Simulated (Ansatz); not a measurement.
The cluster Cs3I4, relaxed as a doublet with UKS PBE0-D4/def2-SVP in Ansatz, starting from the GFN1-xTB geometry. Force threshold 0.02 eV/Å.

In the def2 sets Cs, I take a core potential; there is no spin–orbit coupling. In the doublet, I5 and I6 lie 3.27 Å apart (atoms count from 1), so these atoms are partly bonded to each other. The structure comes from a short search, and lower isomers may exist.

Start:

```xyz
7

Cs    0.4805   -1.5238   -2.3872
Cs   -2.4513   -1.2060    1.4791
Cs    1.5510    0.9117    0.9791
I     0.7257   -3.0258    1.1022
I    -1.6990    2.3503    2.1260
I    -1.6923    1.4401   -0.8578
I     3.0853    1.0536   -2.4414
```

(1) Estimate the energy that the relaxation releases and the steps that it takes.

(2) Does the start keep its bonding?

(3) Predict the relaxed structure.

Results:

(1) 33.2 kJ/mol, in 7 steps; 43 s on 4 threads of Intel Xeon 6975P-C on a shared host. No frequencies were taken in this run, so the end may be a saddle point.

(2) By distances, no bond broke or formed, bridged metal pairs apart. The bond that changes most is Cs3–I6, from 3.76 to 4.23 Å (atoms count from 1). Metal–metal contacts that move far: Cs1–Cs2 4.86 to 5.65 Å. The end is the same structure that another start reached.

(3) 
```csv
atom,x (Å),y (Å),z (Å)
Cs1,0.598,-1.432,-2.678
Cs2,-2.792,-1.360,1.841
Cs3,1.884,1.115,0.964
I4,0.518,-2.465,0.916
I5,-1.627,2.181,2.185
I6,-1.921,1.123,-0.890
I7,3.340,0.838,-2.338
```
Bond lengths (bridged metal pairs left out): 10 × Cs–I 3.58 to 4.23 Å; 1 × I–I 3.27 Å.
